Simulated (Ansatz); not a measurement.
This triplet is an excited state, 2.24 eV above the relaxed singlet at the level frozen-core CCSD(T)/cc-pVTZ // PBE0-D3(BJ)/def2-TZVP (Ansatz, a quantum-chemistry and plane-wave program).

A geometry relaxed with PBE0-D3(BJ)/def2-TZVP run with Ansatz, charge 0, multiplicity 3:

```xyz
6

Si     0.1772     0.1073     0.8512
H     -1.9393     0.6825    -0.1327
H     -1.5987    -0.9381    -0.3851
N     -1.2380    -0.0405    -0.1035
S      2.0602     0.7047     0.0411
H      2.5385    -0.5159    -0.2710
```

**Question.** Write the SMILES of this molecule.

**Answer.** `N[Si]S`
